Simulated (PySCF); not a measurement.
C4H10N, SMILES [CH2]CNCC, multiplicity 2.

The structure is a stationary point at B3LYP-D3(BJ)/def2-SVP. The isomer is the one that the SMILES or the coordinates give; other isomers of the formula were not compared. One conformer was computed; it need not be the lowest.

All values below come from PySCF with SMD-B3LYP/6-31G*.

Solvation free energies are E(SMD) − E(gas) at the gas-phase geometry, for 1 M in both phases. In vacuum the dipole moment is 0.74 D.

```
solvent     ΔG(solv) (kcal/mol)  its non-electrostatic (CDS) part  dipole (D)
----------  -------------------  --------------------------------  ----------
water                      -2.1                               1.6        1.04
benzene                       …                                 …           …
chloroform                 -4.0                              -1.4        0.92
```

### Question
Fill in the missing entries. (The exact figures need the calculation; the answer reports its results.)

### Answer

- benzene, ΔG(solv) (kcal/mol): -3.0
- benzene, its non-electrostatic (CDS) part: -1.4
- benzene, dipole (D): 0.84
